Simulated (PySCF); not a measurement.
CH8OSeSi2.
Bonds: O1–Si2, Si2–C3, C3–Se4, Se4–Si5. Hydrogens: H6 on O1; H7, H8 on Si2; H9, H10 on C3; H11, H12, H13 on Si5.

Computed by this run: PBE0-D3(BJ)/def2-SVP geometry optimisation, gas phase (PySCF 2.14.0); density fitting, grid level 1; the optimiser is geomeTRIC in internal coordinates, started from a GFN2-xTB structure with every atom displaced at random (about 0.01 Å).

Geometry at step 0:
```
atom  x, y, z in Å
O1      2.5908   -0.6774    0.9759
Si2     1.2750    0.3236    0.8399
C3      0.7398    0.0452   -0.9690
Se4    -0.7937    1.1031   -1.4724
Si5    -2.4545   -0.1039   -0.4519
H6      3.0668   -0.7239    1.7764
H7      0.2325   -0.0933    1.7659
H8      1.6550    1.7311    1.0701
H9      0.5284   -0.9906   -1.1533
H10     1.5403    0.3632   -1.6380
H11    -2.1627   -1.5184   -0.6187
H12    -3.6765    0.2929   -1.1102
H13    -2.5354    0.2313    0.9751
```

**Question.** What forces act on the atoms?

**Answer.** 
```tsv
atom	Fx (eV/Å)	Fy (eV/Å)	Fz (eV/Å)
O1	-0.496	-0.112	-1.289
Si2	0.356	-0.299	-1.242
C3	0.323	0.708	1.147
Se4	-0.627	0.411	-0.233
Si5	0.960	0.639	0.073
H6	0.831	-0.066	1.441
H7	-0.658	-0.095	0.457
H8	-0.042	0.359	0.050
H9	-0.060	-0.972	-0.194
H10	0.279	0.019	-0.194
H11	0.078	-0.783	-0.076
H12	-0.830	0.201	-0.441
H13	-0.114	-0.010	0.503
```

The largest, 1.66 eV/Å, acts on H6; the rms over all components is 0.600 eV/Å. The forces sum to zero within rounding, as they must for an isolated molecule in no field.

**Question.** Give the force on H6 in Eh/bohr and in nN.

**Answer.** 1.664 eV/Å ÷ 51.422 = 0.03237 Eh/bohr, and 1.664 eV/Å × 1.602 = 2.67 nN.

**Question.** How far is this geometry from the end of the optimisation?

**Answer.** 0.161 eV above it, and 0.101 Å rms away after alignment. The bonds farthest from their final lengths, with half the difference of the two atoms' forces along the bond (positive lengthens):

```csv
bond,now (Å),final (Å),force along bond (eV/Å)
Si5–H12,1.444,1.492,+0.81
C3–Se4,1.930,1.972,+0.48
Si2–H7,1.455,1.497,+0.87
Si5–H11,1.454,1.495,+0.61
Si2–C3,1.907,1.871,-1.20
O1–H6,0.932,0.961,+1.51
```

The angle farthest from its final value is O1–Si2–C3, 102.3° against 107.0°.

Of the 6 listed bonds off by 0.010 Å or more, this force points towards the final length in 6.

The cost below is that of the whole optimisation. Time: 43 s; peak memory 0.55 GiB. Hardware: one thread of an Arm Neoverse V2, no GPU, shared host with 32 logical CPUs at a one-minute load of 10.
